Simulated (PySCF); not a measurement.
# Radial density of Fe²⁺ (iron, charge +2)

BLYP, [Ar] 3d6, high-spin 5D determinant. Calculation: PySCF 2.14, in def2-TZVPPD (6s6p4d2f1g, 67 functions); the non-relativistic Hamiltonian (point nucleus).

```csv
r (bohr),4πr²ρ (e/bohr),4πr²(ρα − ρβ)
0.000826,0.09753,0.0000
0.00139,0.2688,0.0000
0.00234,0.7222,0.0000
0.00393,1.883,0.0001
0.00661,4.632,0.0001
0.0111,10.38,0.0003
0.0187,19.86,0.0006
0.0315,29.36,0.0011
0.0529,29.74,0.0029
0.0890,24.17,0.0171
0.150,31.97,0.1234
0.252,29.26,0.6879
0.424,13.06,2.3880
0.712,16.79,3.7482
1.20,7.561,2.2494
2.02,1.039,0.5099
3.39,0.06673,0.0345
5.70,9.377e-05,0.0000
```
